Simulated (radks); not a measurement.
Values are calculated unless marked as measured or tabulated.
How relativity changes the ionisation of the promethium ion Pm29+ ([Ar] 3d10 4s2 4p2) to Pm30+ ([Ar] 3d10 4s2 4p1). Spin-unpolarised spherical Kohn-Sham, PBE, point nucleus unless stated (finite: rms radius 4.962 fm), a radial shooting solver on a logarithmic mesh with Libxc functionals. A level marked "c x" has the speed of light scaled by that factor and shares open shells by 2j + 1; other Dirac levels either fill j = l - 1/2 first or share by 2j + 1.

| level | E(Pm29+) (hartree) | E(Pm30+) (hartree) | IE (eV) | HOMO | <r> HOMO (bohr) |
|---|---|---|---|---|---|
| non-rel. | -9227.5449 | -9187.9999 | 1076.1 | 4p | 0.5524 |
| scalar-rel. | -9588.5520 | -9548.3554 | 1093.8 | 4p | 0.5421 |
| scalar-rel., finite nucleus | -9587.9599 | -9547.7631 | 1093.8 | 4p | 0.5421 |
| Dirac, 2j+1 shares | -9594.9711 | -9554.7303 | 1095.0 | 4p3/2 | 0.5472 |
| Dirac, low j first | -9596.6881 | -9555.6065 | 1117.9 | 4p1/2 | 0.5298 |
| Dirac, 2j+1 shares, finite nucleus | -9594.3760 | -9554.1350 | 1095.0 | 4p3/2 | 0.5472 |
| Dirac, c x 1.5 | -9381.6603 | -9341.8169 | 1084.2 | 4p3/2 | 0.5500 |
| Dirac, c x 2 | -9312.6028 | -9272.8919 | 1080.6 | 4p3/2 | 0.5510 |
| Dirac, c x 5 | -9240.8863 | -9201.3151 | 1076.8 | 4p3/2 | 0.5521 |

NIST Atomic Spectra Database: 1113 eV (theoretical). The relativistic part of the total energy of Pm29+ is -366.8 hartree (Dirac, 2j+1 shares, finite nucleus), 4 % of the non-relativistic value. Spin polarisation and multiplet splitting of open shells are left out at every level.

Beside tabulated values, note that relativity, absent from the non-relativistic runs, is large for the heavy elements, and spin-unpolarised runs miss the spin-polarisation part of the exchange energy of open shells.
